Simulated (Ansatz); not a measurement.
Stepwise reaction of `[F][Mo]([F])(=[S])([Cl])[Cl]` with hydrogen fluoride, as a gas-phase model of exchange steps in deposition or etching. ΔE in kJ/mol; ΔG adds harmonic PBE0-D4 terms to CCSD(T)/CBS, at 1 bar.

Isolated molecules relaxed with PBE0-D4/def2-TZVP in Ansatz; ΔE leaves out vibrations. CCSD(T)/CBS adds triple-zeta CCSD(T) − MP2 to the extrapolated MP2 energy (def2 sets, frozen cores). This one scheme is used for every species. Functionals use def2-TZVPP. B3LYP here is the variant with VWN-RPA as its local correlation; programs differ in this. def2 core potentials past Kr. For Mo outer-core shells are correlated without core-valence functions, which leaves a few kJ/mol of doubt a bond.

```json
{"step": "1", "reaction": "`[F][Mo]([F])(=[S])([Cl])[Cl]` + H–F → `[F][Mo]([F])([F])(=[S])[Cl]` + HCl", "PBE-D4": "-9.8", "B3LYP-D4": "-11.0", "ωB97M-V": "-15.9", "CCSD(T)/CBS": "2.2", "ΔG(400 K)": "-3.6"}
```

Q: Give the row of step 2, `[F][Mo]([F])([F])(=[S])[Cl]` + H–F → `[F][Mo]([F])([F])([F])=[S]` + HCl. (Estimate.)

A: The calculation gave: 
| step | reaction | PBE-D4 | B3LYP-D4 | ωB97M-V | CCSD(T)/CBS | ΔG(400 K) |
| --- | --- | --- | --- | --- | --- | --- |
| 2 | `[F][Mo]([F])([F])(=[S])[Cl]` + H–F → `[F][Mo]([F])([F])([F])=[S]` + HCl | -10.2 | -11.1 | -15.7 | 0.5 | -0.5 |

Q: By hand: ΔE of the 2 steps together at CCSD(T)/CBS.

A: (2.2) + (0.5) = 2.7 kJ/mol, or 1.4 kJ/mol a step.

In ΔE the steps differ by no more than 1.7 kJ/mol. ΔG lies between -3.6 and -0.5 kJ/mol a step. PBE-D4 differs from CCSD(T)/CBS by -12.0 to -10.7 kJ/mol a step. Isolated molecules leave out the surface, adducts and barriers. Largest T1 diagnostic: 0.024.
